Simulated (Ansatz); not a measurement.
C₂H₄AlFS, SMILES `[CH3][Al]1[S][CH]1F`, relaxed with RKS PBE-D4/def2-SVP in the Gaussian-basis code of Ansatz from a rough embedded geometry. The force threshold is 0.03 eV/Å; the program also tests the step.

Charge 0, multiplicity 1.

Start:

```xyz
9

C     0.218   -1.801    0.155
Al   -0.443    0.020    0.452
S    -0.023    2.058    1.411
C    -0.298    1.848   -0.297
F     0.795    1.992   -1.090
H     0.631   -2.250    1.011
H    -0.617   -2.427   -0.256
H     1.037   -1.758   -0.680
H    -1.298    2.318   -0.704
```

```csv
step,energy (eV),largest force (eV/Å),largest move (Å)
1,-22264.7270,3.787,0.000
2,-22265.3058,1.592,0.194
3,-22265.4989,0.862,0.197
4,-22265.5342,0.401,0.200
5,-22265.5513,0.321,0.170
6,-22265.5614,0.197,0.052
7,-22265.5656,0.048,0.026
8,-22265.5657,0.096,0.024
9,-22265.5663,0.030,0.010
```

End:

```xyz
9

C     0.233   -1.866    0.157
Al   -0.029    0.064    0.250
S     0.027    1.851    1.449
C    -0.361    1.852   -0.447
F     0.602    2.513   -1.181
H     0.421   -2.299    1.159
H    -0.657   -2.363   -0.282
H     1.101   -2.103   -0.493
H    -1.337    2.352   -0.612
```

Run time 9 s (4 threads of an AMD EPYC 7B13 on a shared host); peak host memory 0.17 GiB.
